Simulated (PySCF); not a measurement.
## Stretching Cs₂⁺

Set-up: PySCF, scalar-relativistic core potentials, basis sets Cs def2-SVP with ECP46. Energies in eV from Cs⁺ + Cs in their ground configurations at the same level. State: doublet, unpaired electrons σ ↑.

All columns are PBE0.

| R (Å) | E (eV) | HOMO (eV) | LUMO (eV) | Mayer bond order | ⟨S²⟩ |
| --- | --- | --- | --- | --- | --- |
| 4.719 | -0.633 | -6.21 | -4.66 | 0.50 | 0.75 |
| 4.938 | -0.675 | -6.14 | -4.60 | 0.50 | 0.75 |
| 5.158 | -0.700 | -6.06 | -4.54 | 0.50 | 0.75 |
| 5.322 | -0.708 | -6.01 | -4.49 | 0.50 | 0.75 |
| 5.487 | -0.711 | -5.95 | -4.44 | 0.50 | 0.75 |
| 5.652 | -0.709 | -5.88 | -4.39 | 0.50 | 0.75 |
| 5.871 | -0.699 | -5.80 | -4.32 | 0.50 | 0.75 |
| 6.145 | -0.680 | -5.70 | -4.25 | 0.50 | 0.75 |
| 6.475 | -0.649 | -5.59 | -4.16 | 0.50 | 0.75 |
| 6.914 | -0.603 | -5.45 | -4.20 | 0.50 | 0.75 |

Spin–orbit coupling is left out. The state is the lowest determinant that a PBE0 search found; another state may lie lower at other levels.
